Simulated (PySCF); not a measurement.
Species: C₄H₈O₄Si.
Structure used (GFN2-xTB), in Å, numbered top down from 1:
```
atom  x, y, z in Å
C1     3.494    0.053    0.815
C2     2.475    0.104   -0.285
O3     2.722    0.202   -1.456
O4     1.227    0.029    0.167
Si5   -0.033    0.073   -0.899
O6    -1.226   -0.040    0.236
C7    -2.502   -0.052   -0.136
C8    -3.442   -0.168    1.028
O9    -2.829    0.024   -1.289
H10    3.322    0.880    1.500
H11    3.375   -0.875    1.372
H12    4.495    0.114    0.399
H13   -0.087    1.356   -1.575
H14   -0.025   -1.103   -1.750
H15   -3.226   -1.084    1.573
H16   -3.279    0.670    1.702
H17   -4.470   -0.172    0.679
```

Vertical excitations from PySCF (density fitting, frozen core in the response, grid level 2 and gas phase unless stated; continuum runs use non-equilibrium linear response for the excitations) on a GFN2-xTB geometry. Reference run:

```json
{"settings": "PBE0/def2-SVPD, full TDDFT, 6 singlets", "S1, eV (f)": "5.88 (0.000)", "S2, eV (f)": "5.90 (0.002)", "S3, eV (f)": "7.54 (0.035)", "S4, eV (f)": "7.54 (0.000)", "S5, eV (f)": "7.56 (0.000)", "S6, eV (f)": "7.59 (0.006)", "T1, eV (Tamm–Dancoff)": "5.33", "mean α (au)": "83.5"}
```

Task: What do these settings give: PBE0/6-31G, IEF-PCM methanol, TDA, 25 singlets?

Result: 
| settings | S1, eV (f) | S2, eV (f) | S3, eV (f) | S4, eV (f) | S5, eV (f) | S6, eV (f) | T1, eV (Tamm–Dancoff) | mean α (au) |
| --- | --- | --- | --- | --- | --- | --- | --- | --- |
| PBE0/6-31G, IEF-PCM methanol, TDA, 25 singlets | 6.00 (0.000) | 6.02 (0.004) | 7.67 (0.000) | 7.70 (0.000) | 7.83 (0.024) | 7.96 (0.022) | – | 82.5 |

S1 moves by +0.12 eV; basis, environment and response scheme change together, so the shift can't be laid on one. States are counted by energy in each run and needn't keep their character from row to row.

Task: Which orbital pairs make up S1 in each run, and how does it sit against the orbital gap?

Result: 
```json
{"settings": "PBE0/def2-SVPD, full TDDFT, 6 singlets", "S1 configurations (weight)": "H→L 0.59, H−1→L+1 0.39", "S1 (eV)": "5.88", "orbital gap (eV)": "8.10", "S1 − gap (eV)": "-2.22"}
{"settings": "PBE0/6-31G, IEF-PCM methanol, TDA, 25 singlets", "S1 configurations (weight)": "H→L 0.61, H−1→L+1 0.38", "S1 (eV)": "6.00", "orbital gap (eV)": "8.21", "S1 − gap (eV)": "-2.21"}
```

One conformer (not necessarily the lowest) at the GFN2-xTB geometry, without vibrations or thermal averaging.
